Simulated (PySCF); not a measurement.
Ti(Cl)2(OH) (Cl₂HOTi), SMILES [OH][Ti+]([Cl])[Cl], charge +1, multiplicity 1.

Geometry: PBE-D3(BJ)/def2-SVP. The multiplicity is an assumed one; other spin states were not compared. The isomer is the one that the SMILES or the coordinates give; other isomers of the formula were not compared. The values are those of a single conformer.

Method: PBE-D3(BJ)/def2-SVP (PySCF).

Frequencies are harmonic and unscaled.

Problem. Estimate the vibrational spectrum. (Estimate from the structure and the level; the computed values follow.)

Solution. 
```csv
mode,ν (cm⁻¹),IR (km/mol),moving atoms (share of kinetic energy)
1,126,1.9,"Cl 64 %, Ti 30 %"
2,156,4.5,"Cl 33 %, O 31 %, Ti 27 %, H 10 %"
3,177,45.3,"H 41 %, O 31 %, Cl 23 %"
4,253,171.2,"H 56 %, O 38 %"
5,452,78.2,"H 53 %, Cl 26 %, O 15 %"
6,479,160.6,"Cl 40 %, H 27 %, Ti 27 %"
7,530,104.8,"Ti 53 %, Cl 47 %"
8,896,113.7,"O 67 %, Ti 28 %"
9,3652,728.3,H 94 %
```
